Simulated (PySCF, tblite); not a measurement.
Isomers of C8H5F2 (doublet state), one GFN2-xTB conformer each. Single-point energies are computed at B3LYP/pcH-1 (PySCF, gas phase, no added dispersion term), electronic only. GFN2-xTB treats the open shell by occupation alone, and not every SCF solution was tested for stability.

```
                                  SMILES  GFN2-xTB relative energy (kcal/mol)
C#C[C@@]12[CH][C@H]3[C@@H]1[C@@H]2C3(F)F                                  0.0
      C#C[C@@]12C[C@H]3[C@@H]1[C]2C3(F)F                                  9.8
```

What does B3LYP/pcH-1 give for the same structures?

| SMILES | B3LYP/pcH-1 E (Eh) | B3LYP/pcH-1 (kcal/mol) | GFN2-xTB (kcal/mol) | point group |
| --- | --- | --- | --- | --- |
| C#C[C@@]12[CH][C@H]3[C@@H]1[C@@H]2C3(F)F | -507.33578 | 0.0 | 0.0 | C1 |
| C#C[C@@]12C[C@H]3[C@@H]1[C]2C3(F)F | -507.31751 | 11.5 | 9.8 | C1 |

Both levels put the same isomer lowest. 

What happens when harmonic zero-point energies from GFN2-xTB frequencies are added?

| SMILES | ZPE (kcal/mol) | electronic (kcal/mol) | with ZPE (kcal/mol) |
| --- | --- | --- | --- |
| C#C[C@@]12[CH][C@H]3[C@@H]1[C@@H]2C3(F)F | 61.9 | 0.0 | 0.0 |
| C#C[C@@]12C[C@H]3[C@@H]1[C]2C3(F)F | 63.0 | 11.5 | 12.6 |

The zero-point energies span 1.1 kcal/mol. The order is unchanged.
